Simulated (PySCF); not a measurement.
F2Si, charge -1, doublet, at a GFN2-xTB geometry (a state made from the parent by changing its charge; the spin is typed, not shown lowest). Base run: HF/6-311G** (PySCF).

Input for PySCF:
```python
from pyscf import gto, scf

mol = gto.M(
    atom='''
Si   -0.042136   -0.020125    0.716169
F     1.184357   -0.749976   -0.510782
F    -1.118812    0.781282   -0.603259
''',
    basis='6-311g**',
    charge=-1,
    spin=1,
    verbose=4,
)

mf = scf.UHF(mol)
mf.kernel()
mo_i, mo_e, stable_i, stable_e = mf.stability(internal=True, external=True, return_status=True, nroots=6, tol=1e-6)
print('internally stable:', stable_i, ' externally stable:', stable_e)
if not stable_i:
    umf = mf.copy()
    umf.scf_summary = {}
    umf.kernel(umf.make_rdm1(mo_i, mf.mo_occ))
```

The bond that is stretched is that between atoms 2 and 1. A test that says stable can miss a lower solution.

Each row names what was changed in the base input (with any setting that the change needs).

```
change       ΔE vs base (mEh)  <S^2>   stability test says
-----------  ----------------  -----  --------------------
base                    0.000  0.769                stable
bond × 1.25            51.361  0.768                stable
bond × 1.5             90.287  0.767                stable
bond × 1.8              117.6  0.766                stable
bond × 2.2              135.8  0.765                stable
bond × 3.0              152.8  0.764  internal instability
```

On stretching, the SCF can end on different states; <S^2> shows the spin contamination of each.
